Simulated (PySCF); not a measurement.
Bond curve of NaGa⁺

Set-up: Na x2c-SVPall, Ga x2c-SVPall; spin-free X2C with a Gaussian nucleus (PySCF 2.14). Energies in eV from Na⁺ + Ga in their ground configurations at the same level. State: ²Σ⁺ (doublet), unpaired electrons σ ↑.

```
R (Å)    B97-3  CAM-B3LYP    TPSSh
2.964  -0.7383    -0.8782  -0.8352
3.101  -0.8021    -0.9291  -0.8982
3.239  -0.8385    -0.9546  -0.9345
3.343  -0.8519    -0.9612  -0.9484
3.446  -0.8558    -0.9594  -0.9535
3.549  -0.8524    -0.9508  -0.9514
3.687  -0.8387    -0.9313  -0.9400
3.860  -0.8109    -0.8971  -0.9155
4.066  -0.7677    -0.8468  -0.8763
4.342  -0.7014    -0.7710  -0.8148
```

Q: Put a parabola through the three lowest points of the B97-3 curve and estimate Re, k and ωe (reduced mass 17.24 u; 1 eV/Å² = 0.16022 mdyn/Å; ωe = 1302.8·√(k/μ) cm⁻¹).

A: Through R = 3.343, 3.446, 3.549 Å the second-order coefficient is 0.344 eV/Å², so Re ≈ 3.450 Å, k ≈ 0.110 mdyn/Å and ωe ≈ 104 cm⁻¹. A polynomial fit of higher order to the unrounded B97-3 energies gives Re = 3.446 Å, k = 0.112 mdyn/Å, ωe = 105 cm⁻¹; anharmonicity and rounding make the difference.

The higher-order fit for each curve: B97-3: Re = 3.446 Å, ωe = 105 cm⁻¹, De = 0.86 eV; CAM-B3LYP: Re = 3.369 Å, ωe = 108 cm⁻¹, De = 0.96 eV; TPSSh: Re = 3.464 Å, ωe = 100 cm⁻¹, De = 0.95 eV.

Spin–orbit coupling is left out. For an ion De counts to the pair picked by the measured ionisation energies or electron affinities, which need not be the lowest pair at this level. The state is the lowest determinant that a PBE0 search found; another state may lie lower at other levels.
